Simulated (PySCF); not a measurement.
Method: ωB97X-D3(BJ)/def2-TZVP // B3LYP-D3(BJ)/def2-TZVP in PySCF 2.14.0. Isolated molecules, 0 K electronic values unless said otherwise. Excitations are Tamm–Dancoff values on a coarser integration grid. The basis has no diffuse functions, so Rydberg states are missing or too high.

Reference species (SMILES): `BrB(C)Br` (neutral, multiplicity 1).

```
Quantity            Value
---------------  --------
S1–T1 gap (TDA)   0.15 eV
HOMO–LUMO gap    11.18 eV
```

Changed species: `BrB(Br)Br` (0 of 3 Br replaced by CH3; the reference has 1 of 3 Br replaced by CH3).

**Question.** Give the shifts of the S1–T1 gap (TDA) and HOMO–LUMO gap.

**Answer.** the S1–T1 gap (TDA) is nearly the same; the HOMO–LUMO gap drops by 0.49 eV, to 10.69 eV.
